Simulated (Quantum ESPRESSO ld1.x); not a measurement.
Problem. Rh6+, 39 electrons, occupied as [Kr] 4d3 (the NIST ground configuration). All-electron calculation, scalar-relativistic Kohn-Sham, PBE, spin-unpolarised, spherical densities, point nucleus. Program: ld1.x of Quantum ESPRESSO 7.5. Some entries of the table are withheld. Estimate them.

| orbital | occ. | eigenvalue (hartree) | <r^2> (bohr^2) |
|---|---|---|---|
| 1s | 2 | -850.146 | (1) |
| 2s | 2 | -126.260 | 0.02374 |
| 2p | 6 | -113.516 | (2) |
| 3s | 2 | -25.3941 | 0.1743 |
| 3p | 6 | -21.2047 | 0.1768 |
| 3d | 10 | -14.5145 | 0.1632 |
| 4s | 2 | -6.30450 | 1.018 |
| 4p | 6 | -5.07031 | 1.190 |
| 4d | 3 | -3.23419 | 1.691 |

Solution. 
(1) 1s <r^2> (bohr^2): 0.001438
(2) 2p <r^2> (bohr^2): 0.01869
